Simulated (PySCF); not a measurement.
C2H5Se2, multiplicity 2. Atoms are numbered in the order given.

```xyz
9

C      2.1225    -0.0692     0.8138
Se     0.9848    -0.3471    -0.6143
Se    -0.9942     0.6341     0.1543
C     -1.8664    -0.9510     0.8793
H      3.1914     0.0156     0.6050
H      1.7325     0.0364     1.8274
H     -2.8586    -0.6233     1.2235
H     -1.9840    -1.7129     0.0988
H     -1.2976    -1.3521     1.7274
```
Charge 0, spin multiplicity 2.

Geometry: PBE0-D3(BJ)/def2-SVP. The isomer is the one that the SMILES or the coordinates give; other isomers of the formula were not compared. One conformer was computed; it need not be the lowest.

All values below come from TDA-PBE/def2-SVPD run with PySCF.

Vertical excitations. 

Computed lowest excited states:
| state | energy (eV) | λ (nm) | f | main pairs |
|---|---|---|---|---|
| root 1 | 2.10 | 589 | 0.007 | α HOMO→LUMO 94 % |
| root 2 | 2.50 | 497 | 0.003 | β HOMO→LUMO 95 % |
| root 3 | 3.20 | 387 | 0.000 | α HOMO−1→LUMO 64 %, β HOMO→LUMO+1 34 % |
| root 4 | 3.60 | 345 | 0.029 | α HOMO→LUMO+1 41 %, β HOMO−1→LUMO 50 % |
| root 5 | 3.69 | 336 | 0.009 | α HOMO→LUMO+1 47 %, β HOMO−1→LUMO 41 % |
| root 6 | 3.79 | 327 | 0.009 | α HOMO−1→LUMO 29 %, α HOMO→LUMO+1 11 %, β HOMO→LUMO+1 57 % |
| root 7 | 3.97 | 312 | 0.003 | α HOMO→LUMO+2 98 % |
| root 8 | 4.24 | 293 | 0.012 | α HOMO→LUMO+3 100 % |
| root 9 | 4.32 | 287 | 0.008 | α HOMO−2→LUMO 33 %, β HOMO−1→LUMO+1 65 % |
| root 10 | 4.60 | 269 | 0.009 | α HOMO−3→LUMO 10 %, β HOMO−2→LUMO 75 % |
Unrestricted roots are not spin-pure.
